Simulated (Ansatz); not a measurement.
C$_{2}$H$_{8}$F$_{2}$In$_{2}$, SMILES `[CH3][In@H-]1[F+][In@H-]([CH3])[F+]1`. Charge 0, multiplicity 1. In takes the def2 core potential.

```xyz
14

C     1.5694    0.5007   -2.6114
In   -0.2369   -0.1061   -1.6712
F    -0.4433    1.2516   -0.0180
In    0.2356    0.1027    1.6671
C    -1.5662   -0.4981    2.6198
F     0.4325   -1.2584    0.0152
H     1.3762    1.1951   -3.4292
H     2.1947    0.9903   -1.8646
H     2.0982   -0.3682   -3.0045
H    -1.8233   -0.6622   -1.9420
H     1.8248    0.6577    1.9241
H    -1.3996   -0.8078    3.6511
H    -1.9899   -1.3304    2.0568
H    -2.2722    0.3332    2.6067
```

Question: List the harmonic frequencies (cm⁻¹, unscaled) at PBE0-D4/def2-TZVP in Ansatz. (Best estimate.)

Answer: Ansatz gave: 8i, 19, 38, 78, 95, 130, 149, 161, 303, 334, 386, 388, 466, 474, 479, 496, 536, 537, 726, 732, 736, 740, 1200, 1202, 1449, 1450, 1451, 1453, 1876, 1877, 3067, 3067, 3162, 3162, 3167, 3168.
